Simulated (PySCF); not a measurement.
CH5GeN, neutral, multiplicity 1. Atoms are numbered in the order given.

```xyz
8

Ge    -0.1964    -0.1196     0.4311
C      0.6352     1.5292    -0.3291
H      0.2169     2.4357     0.1368
H      0.5263     1.6078    -1.4235
H      1.7149     1.5137    -0.0931
N     -0.0106    -1.1379    -1.0587
H      0.3897    -0.8296    -1.9408
H     -0.3014    -2.1099    -1.0900
```
Charge 0, spin multiplicity 1.

Geometry optimised at ωB97X-D3(BJ)/def2-SVP. The values are those of a single conformer.

Method: PySCF with TDA-B3LYP/def2-SVPD.

Vertical excitations. The molecule is in vacuum.

```json
[
 {"state": "S1", "energy (eV)": "3.82", "λ (nm)": "324", "f": "0.043", "main pairs": "HOMO→LUMO 97 %"},
 {"state": "S2", "energy (eV)": "5.56", "λ (nm)": "223", "f": "0.009", "main pairs": "HOMO→LUMO+1 76 %, HOMO−1→LUMO 22 %"},
 {"state": "S3", "energy (eV)": "6.02", "λ (nm)": "206", "f": "0.072", "main pairs": "HOMO→LUMO+2 66 %, HOMO−1→LUMO 26 %"},
 {"state": "S4", "energy (eV)": "6.14", "λ (nm)": "202", "f": "0.318", "main pairs": "HOMO−1→LUMO 44 %, HOMO→LUMO+2 30 %, HOMO→LUMO+1 17 %"},
 {"state": "S5", "energy (eV)": "6.52", "λ (nm)": "190", "f": "0.028", "main pairs": "HOMO−2→LUMO 95 %"},
 {"state": "S6", "energy (eV)": "6.68", "λ (nm)": "186", "f": "0.362", "main pairs": "HOMO→LUMO+3 99 %"},
 {"state": "S7", "energy (eV)": "6.84", "λ (nm)": "181", "f": "0.051", "main pairs": "HOMO−1→LUMO+1 99 %"},
 {"state": "S8", "energy (eV)": "7.18", "λ (nm)": "173", "f": "0.012", "main pairs": "HOMO→LUMO+4 97 %"},
 {"state": "S9", "energy (eV)": "7.36", "λ (nm)": "168", "f": "0.003", "main pairs": "HOMO−1→LUMO+2 98 %"},
 {"state": "S10", "energy (eV)": "7.66", "λ (nm)": "162", "f": "0.057", "main pairs": "HOMO→LUMO+5 73 %, HOMO→LUMO+6 22 %"},
 {"state": "T1", "energy (eV)": "2.61", "λ (nm)": "475", "f": "0", "main pairs": "HOMO→LUMO 99 %"},
 {"state": "T2", "energy (eV)": "4.22", "λ (nm)": "294", "f": "0", "main pairs": "HOMO−1→LUMO 98 %"},
 {"state": "T3", "energy (eV)": "5.01", "λ (nm)": "248", "f": "0", "main pairs": "HOMO→LUMO+1 67 %, HOMO→LUMO+2 27 %"},
 {"state": "T4", "energy (eV)": "5.52", "λ (nm)": "225", "f": "0", "main pairs": "HOMO→LUMO+2 69 %, HOMO→LUMO+1 29 %"}
]
```
Triplets are in the Tamm–Dancoff approximation.
